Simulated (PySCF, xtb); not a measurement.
C2H6OSi2, SMILES C1=C[SiH2]O[SiH2]1.

GFN2-xTB (xtb) at its own geometry gives an orbital gap of 3.72 eV and a dipole moment of 1.02 D.

Geometry optimised at PBE0-D3(BJ)/def2-SVP. The structure was generated by enumeration, and PubChem lists no compound with its InChIKey, so it may never have been made.

Q: What does PBE/def2-TZVP (PySCF) give? (The exact figures need the calculation; the answer reports its results.)

A: gap 4.97 eV (levels -6.90 and -1.93 eV), dipole 1.55 D.
